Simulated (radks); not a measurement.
Results of a calculation; reference values are marked as such.
Ionisation of the arsenic ion As21+, [Ne] 3s2, to As22+, [Ne] 3s1, under several functionals. Scalar-relativistic Kohn-Sham, spin-unpolarised, spherical densities, point nucleus; a radial shooting solver on a logarithmic mesh with Libxc functionals.

| functional | E(As21+) (hartree) | Exc (hartree) | IE (eV) | -e(HOMO) (eV) | <r> HOMO (bohr) | IE error (eV) |
|---|---|---|---|---|---|---|
| HCTH/407 | -1997.21044 | -56.63396 | 913.45 | 892.43 | 0.4980 | +1.8 |
| OLYP | -1997.39742 | -56.81562 | 912.58 | 891.39 | 0.4985 | +0.9 |
| PBEsol | -1995.40294 | -54.78115 | 912.95 | 891.08 | 0.4981 | +1.2 |

NIST Atomic Spectra Database: 912 eV (semi-empirical). Closest: OLYP. The Delta-SCF values span 0.87 eV, the total energies 1.99 hartree. The highest occupied level is 3s. Spin polarisation and multiplet splitting are left out, so open shells lie too high by an amount that depends on their filling.

Beside tabulated values, note that spin-unpolarised runs miss the spin-polarisation part of the exchange energy of open shells.
